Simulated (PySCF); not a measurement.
Core-level binding energies of GeBrCl3

GeBrCl3.
Bonds: Ge1–Br2, Ge1–Cl3, Ge1–Cl4, Ge1–Cl5.

Computed with delta-SCF UKS SCAN, pcX-2 on the ionised atom, pcseg-1 elsewhere, spin-free X2C in PySCF 2.14.0. Each binding energy is the total energy of the core-ionised species, with the hole localised on one atom, minus that of the ground state; both are solved self-consistently, so orbital relaxation is included.

Task: List the computed XPS lines with their assignment.

Result: 
```tsv
atom(s)	environment	level	binding energy (eV)	2p1/2 (eV)	count
Cl3/Cl4/Cl5	chlorine bonded to Ge	Cl 2p3/2	206.51	208.16	3
Cl3/Cl4/Cl5	chlorine bonded to Ge	Cl 1s	2829.11	–	3
```

Task: What is the longest wavelength that can ionise Cl 1s of Cl3/Cl4/Cl5 vertically?

Result: λ = hc/E = 12398.42 eV Å / 2829.11 eV = 4.382 Å.

Atoms equivalent by their bonding share one computed value, that of the first of them. Spin–orbit and ligand-field terms were added within each 2p shell after the spin-free SCF. 2p1/2 minus 2p3/2 (ligand field included): Cl 1.65 eV. No level of bromine or germanium is listed. Isolated species at its PBE0-D3(BJ)/def2-SVP geometry, gas phase.

Hardware: one thread of an AMD EPYC, shared host with 64 logical CPUs at a one-minute load of 57. Cost: 13 s, 0.38 GiB resident at most.
